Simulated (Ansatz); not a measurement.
This triplet is an excited state, 2.37 eV above the relaxed singlet at the level frozen-core CCSD(T)/cc-pVTZ // B3LYP-D3(BJ)/def2-TZVP (Ansatz, an electronic-structure program).

Species: CFGeN, SMILES `N#[C][Ge][F]` (excited triplet) (charge 0, multiplicity 3).

Q: Give a relaxed geometry from B3LYP-D3(BJ)/def2-TZVP run with Ansatz.

A: the end point of this relaxation (outside a Z-matrix the atoms follow the SMILES, hydrogens last).
Cartesian coordinates (Å) in one orientation:
```xyz
4

N     -1.932    -0.095    -0.546
C     -0.891     0.110    -0.076
Ge     0.757     0.548     0.744
F      2.065    -0.563     0.417
```
